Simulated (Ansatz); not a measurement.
Abridged output of a molecular run in Ansatz:

```
Functional definition: HF
1380 factors; integrals over basis functions are off by at most 1.4e-3 eV
mean field evaluation 1: about -29667.0293 eV, gradient 3.8e1 eV
mean field evaluation 2: about -29667.0377 eV, gradient 3.8e1 eV
mean field evaluation 4: about -29671.1406 eV, gradient 4.3e0 eV
mean field evaluation 8: about -29671.2067 eV, gradient 6.8e-4 eV
mean field -29671.20667035 eV, -1090.3967332690 hartree, gradient 3.8e-6 eV, S^2 0.000000; 0 other end points of the search recorded, 0 dependent functions left out
13 core orbitals not correlated: weight in the atoms' cores, before any rotation towards them, 1.000 or more for the frozen orbitals, at most 0.000 for the correlated occupied ones
reference -29671.20667035 eV, -1090.3967332690 hartree; 22, 22 occupied and 104, 104 virtual orbitals, 1380 factors
second order -24.35311454 eV of doubles, -0.00000000 eV of singles
cycle   1  -25.30216351 eV  change   -9.5e-1 eV  update   1.2e-1
cycle   2  -25.85042504 eV  change   -5.5e-1 eV  update   3.7e-2
cycle   3  -26.01919332 eV  change   -1.7e-1 eV  update   2.4e-2
cycle   4  -26.01901577 eV  change    1.8e-4 eV  update   7.0e-3
cycle   5  -26.01437875 eV  change    4.6e-3 eV  update   3.2e-3
cycle   6  -26.01444534 eV  change   -6.7e-5 eV  update   1.2e-3
cycle   7  -26.01416272 eV  change    2.8e-4 eV  update   4.6e-4
cycle   8  -26.01425988 eV  change   -9.7e-5 eV  update   1.4e-4
cycle   9  -26.01432408 eV  change   -6.4e-5 eV  update   4.9e-5
cycle  10  -26.01430150 eV  change    2.3e-5 eV  update   1.8e-5
perturbative correction -0.73850028 eV, -0.0271393848 hartree
Total energy: -29697.95947213 eV, -1091.3798806008 hartree
```

Its atoms:

```xyz
12

C    -1.420   -0.369    0.157
N    -0.019   -0.049    0.004
C     0.806   -1.235   -0.024
Y     0.727    1.902   -0.159
Cl    3.177    2.108   -0.409
Cl   -0.951    3.714   -0.075
H    -1.613   -0.917    1.091
H    -1.787   -0.997   -0.668
H    -2.031    0.540    0.176
H     1.864   -0.975   -0.141
H     0.536   -1.901   -0.857
H     0.711   -1.820    0.902
```

Problem. Which basis set was used?
A. def2-SVP
B. def2-SVPD
C. cc-pV(Q+d)Z
D. cc-pV(T+d)Z

Solution. A. It gives 139 functions.

Problem. Write the keys of the input that set method, charge and spin (a neutral closed shell needs none for the last two).

Solution. 
```yaml
correlation: {method: ccsd_t}
```
